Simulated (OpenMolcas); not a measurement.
**A ladder of methods for GeSiH3ClO (SMILES [SiH3][O][Ge][Cl])**

GeSiH3ClO has 7 atoms, charge 0, and is taken as a singlet. As SMILES, `[SiH3][O][Ge][Cl]`. The shape is that of a PBE0-D4/def2-TZVP optimisation. This is one conformer, not always the lowest.

Quantity: the vertical energy of the triplet above the singlet, in eV. The values are calculated.

```csv
level,kind,program,value (eV)
SVWN5/cc-pVDZ,LDA,OpenMolcas,3.47
BLYP/cc-pVDZ,GGA,OpenMolcas,3.44
PBE/cc-pVDZ,GGA,OpenMolcas,3.30
revPBE/cc-pVDZ,GGA,OpenMolcas,3.24
M06-L/cc-pVDZ,meta-GGA,OpenMolcas,3.57
r2SCAN/cc-pVDZ,meta-GGA,OpenMolcas,3.12
B3LYP/cc-pVDZ,global hybrid,OpenMolcas,3.39
PBE0/cc-pVDZ,global hybrid,OpenMolcas,3.20
```

All-electron rows without a relativistic Hamiltonian named are non-relativistic. The values span 3.12 to 3.57 eV. The upper state's dipole differs much between rows, so they may not all be the same state.
